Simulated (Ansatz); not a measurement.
Relaxation of Cl₃F₃HMo (8 atoms, charge 0, multiplicity 2), to a largest force component of 0.03 eV/Å in at most 50 steps.

Computed with UKS PBE/def2-SVP (Ansatz 0.2.0).

```xyz
8
Properties=species:S:1:pos:R:3
Mo -0.262 0.000 -0.109
Cl -0.083 0.000 3.390
F 1.482 0.000 0.697
F -0.437 1.726 0.455
Cl -2.444 0.000 -0.857
F -0.438 -1.726 0.456
Cl 0.632 -0.001 -2.163
H 1.010 0.000 2.611
```

**Question.** Where does it end, and by what steps?

**Answer.** The run converged. After 10 steps the energy has fallen by 0.118 eV; Cl2 moved furthest, 0.64 Å. Joined: Mo1–Cl2 (3.50 → 2.85 Å).

```csv
step,energy less start (eV),largest force component (eV/Å),accepted
0,0.0000,0.691,yes
1,-0.0357,0.551,yes
2,-0.0569,0.490,yes
3,-0.0834,0.480,yes
4,-0.0989,0.624,yes
5,-0.1024,0.537,yes
6,-0.0998,0.777,no
7,-0.1162,0.069,yes
8,-0.1169,0.035,yes
9,-0.1181,0.038,yes
10,-0.1183,0.021,yes
```

```xyz
8
Properties=species:S:1:pos:R:3
Mo -0.174 0.000 0.022
Cl -0.438 0.000 2.857
F 1.630 0.000 0.683
F -0.230 1.793 0.416
Cl -2.437 0.000 -0.463
F -0.231 -1.793 0.416
Cl 0.479 -0.001 -2.132
H 0.862 0.000 2.683
```

Whether the end is a true minimum wasn't checked by a vibrational analysis.

Time of the run: 59 s on 4 threads of Arm Neoverse V1 (shared host), peak memory 0.28 GiB.
